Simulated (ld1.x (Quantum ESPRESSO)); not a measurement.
# Which change was made? (Ar, TM)

ld1.x (Quantum ESPRESSO) 7.5 input, shortened:

```
&input
   title='Ar', zed=18., rel=0, dft='REVPBE', iswitch=3,
   config='[Ne] 3s2 3p6'
 /
 &inputp
   pseudotype=2, tm=.true., lloc=-1, rcloc=0.50,
   nlcc=.false.
 /
2
2S  1  0   2.00   0.00  0.60  0.60  0.0
2P  2  1   6.00   0.00  0.65  0.65  0.0
 &test
   configts(1)='2s2 2p6 3s2 3p6'
 /
```

Occupied shells without a wave of their own: 3p, 3s. They enter only through the test configuration that unscreens the potential.

Cutoffs, loose and tight: the cutoffs (Ry, on a coarse ladder) from which the occupation-weighted sum of valence levels, in a spherical-Bessel basis at the reference potential, stays within 10 and 1 mRy of its value at 400 Ry. They do not see the model core or the augmentation charge, which bear on the density cutoff. Test errors are all-electron minus pseudo excitation energies from the reference, over the configurations 2s2 2p6 3s2 3p5; 2s2 2p6 3s2 3p4; 2s2 2p6 3s2 3p3; 2s2 2p6 3s2 3p2; 2s2 2p6 3s1 3p6; 2s1 2p6 3s2 3p6; 2s2 2p6 3s2 3p5.5; variants that change the core or the reference have their own tests.

The base gives: outcome: generated, misses its reference levels by 0.41 eV; cutoff, loose: over 300 Ry; cutoff, tight: over 300 Ry; bound ghosts: none; largest test error (meV): +3404.

Q: After one change the result is: outcome: generated, misses its reference levels by 0.81 eV; cutoff, loose: over 300 Ry; cutoff, tight: over 300 Ry; bound ghosts: none; largest test error (meV): +3380. Which change was it?
A. wave 2s (bound): rc 0.60 bohr becomes 2s (bound): rc 0.84 bohr
B. wave 2s (bound): rc 0.60 bohr becomes 2s (bound): rc 0.74 bohr
C. wave 2s (bound): rc 0.60 bohr becomes 2s (bound): rc 0.64 bohr

A: B. The others give: wave 2s (bound): rc 0.60 bohr becomes 2s (bound): rc 0.64 bohr → outcome: generated, misses its reference levels by 0.54 eV; cutoff, loose: over 300 Ry; cutoff, tight: over 300 Ry; bound ghosts: none; largest test error (meV): +3396 | wave 2s (bound): rc 0.60 bohr becomes 2s (bound): rc 0.84 bohr → outcome: generated, misses its reference levels by 0.91 eV; cutoff, loose: over 300 Ry; cutoff, tight: over 300 Ry; bound ghosts: none; largest test error (meV): +3370.
